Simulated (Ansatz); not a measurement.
Basis-set series for FH5N3Ta, SMILES `[NH]=[Ta]([NH2])([NH2])[F]`. Total charge 0; spin multiplicity 1. Ta takes the def2 core potential. Geometry: relaxed with PBE0-D4/def2-TZVP. It is one conformer, not always the lowest.

```
functional       basis  functions  energy (Eh)  HOMO (eV)  LUMO (eV)
   PBE0-D4    def2-SVP        113   -323.80565      -7.29       0.11
   PBE0-D4  def2-TZVPP        250   -324.14913      -7.44      -0.07
   ωB97M-V    def2-SVP        113   -323.91248      -9.61       1.44
   ωB97M-V  def2-TZVPP        250   -324.26690      -9.77       1.19
```

Give the rows for def2-QZVPP. (Estimate.)

Computed: 
| functional | basis | functions | energy (Eh) | HOMO (eV) | LUMO (eV) |
| --- | --- | --- | --- | --- | --- |
| PBE0-D4 | def2-QZVPP | 459 | -324.16547 | -7.50 | -0.32 |
| ωB97M-V | def2-QZVPP | 459 | -324.28228 | -9.83 | 0.62 |

Positive LUMOs are unbound and depend on the basis.
